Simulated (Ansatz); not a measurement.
Isolated molecules relaxed with PBE0-D4/def2-TZVP in Ansatz; ΔE leaves out vibrations. CBS: MP2 limit from def2 TZ/QZ plus the TZ coupled-cluster correction, frozen cores. This one scheme is used for every species, atoms too. For atomizations the MP2-based limit and the directly extrapolated one differ by several kJ/mol either way, and by 10 to 25 for some Ge, Se and Sn compounds, so smaller differences from it don't rank the levels. Functionals use def2-TZVPP. B3LYP here is the variant with VWN-RPA as its local correlation; programs differ in this. HSE06 is defined as in plane-wave codes. Open shells (•) are unrestricted, without spin–orbit coupling. Spin–orbit coupling would lower the free atoms: a little for C.

`N#Cc1cccc(C#N)c1` → 8 C• + 4 H• + 2 N•  (atomization)

Task: What is ΔE at CCSD(T)/CBS? (Best estimate.)

Result: The calculation gave: +76.06 eV.

Task: What do these levels give: B97M-V, PBE0-D4, r2SCAN0-D4, BHLYP-D4, CAM-B3LYP-D4, B3LYP, HSE06, HF/def2-SVP, HF/def2-TZVPP, MP2/def2-TZVPP, MP2/def2-QZVPP, MP2/CBS(def2)? (Best estimate.)

Result: The calculation gave: B97M-V 76.79, PBE0-D4 77.93, r2SCAN0-D4 75.01, BHLYP-D4 73.33, CAM-B3LYP-D4 76.78, B3LYP 76.09, HSE06 77.67, HF/def2-SVP 54.82, HF/def2-TZVPP 53.54, MP2/def2-TZVPP 77.23, MP2/def2-QZVPP 78.42, MP2/CBS(def2) 79.25 eV.

Largest T1 diagnostic among the species: 0.013.

From BLYP to BHLYP (50 % exact exchange), in def2-TZVPP and without D4, ΔE moves by −3.79 eV: exact exchange takes away binding that semilocal exchange gives to molecules. At CCSD(T), def2-SVP lies −2.77 eV from the extrapolated value and def2-TZVPP −2.02 eV: correlation converges slowly with the basis, and small sets miss more of it in the bonded molecule than in its fragments. The D4 term adds +0.70 eV with B3LYP and +0.37 eV with PBE0; it sums over pairs of atoms, weighted by their polarisabilities, and B3LYP, whose exchange is more repulsive, gets the larger term.
